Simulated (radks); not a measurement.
All-electron atom: the ytterbium ion Yb4.75+ in [Kr] 4d10 4f(up 6.5, down 6.5) 5p6 5s(up 0.25, down 0) (fractional occupations, a model configuration).

All-electron calculation, scalar-relativistic Kohn-Sham, PBEsol, spin-polarised, spherical densities, point nucleus. Program: a radial shooting solver on a logarithmic mesh with Libxc functionals.

Energy parts (eV):
total: -382246.86
kinetic: 416588.31
electron-nucleus: -936906.35
Hartree: 145858.57
exchange-correlation: -7787.40

Orbitals (lengths in bohr, moments of r in powers of bohr; r(max) is where P^2 peaks):
orbital,occ.,eigenvalue (eV),r(max)
1s up,1,-61288.94,0.01237
1s down,1,-61288.91,0.01237
2s up,1,-10439.12,0.07059
2s down,1,-10439.10,0.07059
2p up,3,-9208.744,0.05756
2p down,3,-9208.723,0.05756
3s up,1,-2403.739,0.1995
3s down,1,-2403.719,0.1995
3p up,3,-2032.927,0.1966
3p down,3,-2032.907,0.1966
3d up,5,-1581.496,0.1602
3d down,5,-1581.476,0.1602
4s up,1,-525.6202,0.4551
4s down,1,-525.5836,0.4551
4p up,3,-403.8706,0.4764
4p down,3,-403.8281,0.4764
4d up,5,-243.6241,0.4909
4d down,5,-243.5645,0.4909
4f up,6.5,-67.4382,0.4802
4f down,6.5,-67.3255,0.4801
5s up,0.25,-115.6366,1.051
5s down,0,-115.3691,1.051
5p up,3,-85.3777,1.185
5p down,3,-85.1332,1.185

The highest occupied level is 4f down at -67.325 eV. The configuration is held as typed, so some empty levels lie below it. Summed over all electrons, <r^2> = 27.40 bohr^2, which gives a Langevin (diamagnetic) susceptibility term of -21.7 x 10^-6 cm^3/mol. The density falls to 0.001 e/bohr^3 at r = 2.87 bohr. Spin moment in Bohr magnetons: 0.25.
